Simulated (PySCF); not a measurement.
## Electron correlation in Dy(48+) (dysprosium, charge +48)

[Ar], closed-shell 1S. All numbers are calculated (PySCF 2.14, no relativity, point nucleus, in an even-tempered Gaussian basis (16 s from 11 bohr⁻², ratio 2.5; 10 p from 14 bohr⁻², ratio 2.5; 4 d from 60 bohr⁻², ratio 2.7; 4 f from 90 bohr⁻², ratio 2.7)). Frozen: 1s2; 16 electrons correlated; the 17 highest virtual orbitals of each spin left out.

```
  level  correlation energy (mhartree)
   CCSD                        -634.30
    (T)                          -0.94
CCSD(T)                        -635.24
```

Diagnostics: T1 = 0.00022, D1 = 0.0005, largest double amplitude 0.014.

A non-relativistic calculation at this Z misses sizeable relativistic shifts.

Cost of the coupled-cluster step: roughly 9 core-seconds, for 16 correlated electrons.

At this charge a non-relativistic calculation is a model, useful for the Z dependence of the correlation energy.
